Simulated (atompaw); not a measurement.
## Scattering properties, PAW (atompaw) potential for terbium

Tb (Z = 65), PAW, made with atompaw 4.2.0.5 (LDA (PW92), scalar-relativistic). Core [Kr] 4d10, reference 4f9 5s2 5p6 5d0 6s2 6p0. Waves: 5s (bound): rc 2.30 bohr; 6s (bound): rc 1.85 bohr; 5p (bound): rc 1.75 bohr; 6p (bound, empty): rc 2.90 bohr; 5d (bound, empty): rc 2.90 bohr; 5d channel at 2.25 Ry: rc 2.20 bohr; 4f (bound): rc 1.45 bohr; 4f channel at 2.05 Ry: rc 1.45 bohr. Local part: ultrasoft scheme with l = 4 at 0 Ry, radius 2.60 bohr. Core correction: smooth core density matched at 2.15 bohr. Augmentation charge: sinc compensation charge, radius 2.40 bohr; PAW radius 2.90 bohr; waves and projectors: custom polynom gramschmidtortho.

The phase is arctan(r·u′/u) with u = r·R(r), unwrapped; energies in Ry, scanned from -6 to 5 Ry. A pole is an energy at which the radial function vanishes at the test radius. The pseudo phase is shifted by a multiple of π to meet the all-electron one at the reference energy, and phase errors are pseudo minus all-electron; the curves can meet again beyond the range given. Levels narrower than the energy grid can be missing from the lists of poles.

For each channel, where are the poles, and over which energies does the pseudopotential scatter like the atom?

| channel | radius (bohr) | reference energy (Ry) | poles, all-electron | poles, pseudo | unbroken range about the reference energy with phases within 0.05 rad | phase error 1 Ry above the reference energy (rad) |
| --- | --- | --- | --- | --- | --- | --- |
| s | 2.91 | -0.28 | -3.45, 2.50 | -3.45, 2.41 | below 4.1 | -0.003 |
| p | 2.91 | -0.09 | -1.68, 3.84 | -1.68, 3.61 | the whole range | -0.013 |
| d | 2.91 | -0.11 | 0.73 | 0.73 | the whole range | -0.000 |
| f | 2.91 | -0.24 | -0.20, 3.55 | -0.20, 3.54 | the whole range | -0.001 |

Phases in the f channel:

```tsv
E (Ry)	all-electron	pseudo
-6.00	1.438	1.438
-5.76	1.435	1.435
-5.52	1.433	1.433
-5.28	1.430	1.430
-5.04	1.427	1.427
-4.80	1.424	1.424
-4.56	1.421	1.421
-4.32	1.417	1.417
-4.08	1.413	1.413
-3.84	1.409	1.409
-3.60	1.405	1.405
-3.36	1.400	1.400
-3.12	1.395	1.395
-2.88	1.389	1.389
-2.64	1.382	1.382
-2.40	1.375	1.375
-2.16	1.367	1.367
-1.92	1.358	1.358
-1.68	1.347	1.347
-1.44	1.335	1.335
-1.20	1.320	1.319
-0.96	1.300	1.300
-0.72	1.272	1.271
-0.48	1.214	1.214
-0.24	-1.107	-1.107
0.00	-1.845	-1.845
0.24	-1.916	-1.916
0.48	-1.982	-1.982
0.72	-2.068	-2.069
0.96	-2.201	-2.202
1.20	-2.431	-2.432
1.44	-2.864	-2.865
1.68	-3.508	-3.509
1.92	-4.013	-4.013
2.16	-4.286	-4.286
2.40	-4.438	-4.438
2.64	-4.532	-4.533
2.88	-4.598	-4.598
3.12	-4.646	-4.647
3.36	-4.686	-4.687
3.60	-4.720	-4.721
3.84	-4.750	-4.753
4.08	-4.780	-4.783
4.32	-4.811	-4.815
4.56	-4.845	-4.850
4.80	-4.884	-4.892
```
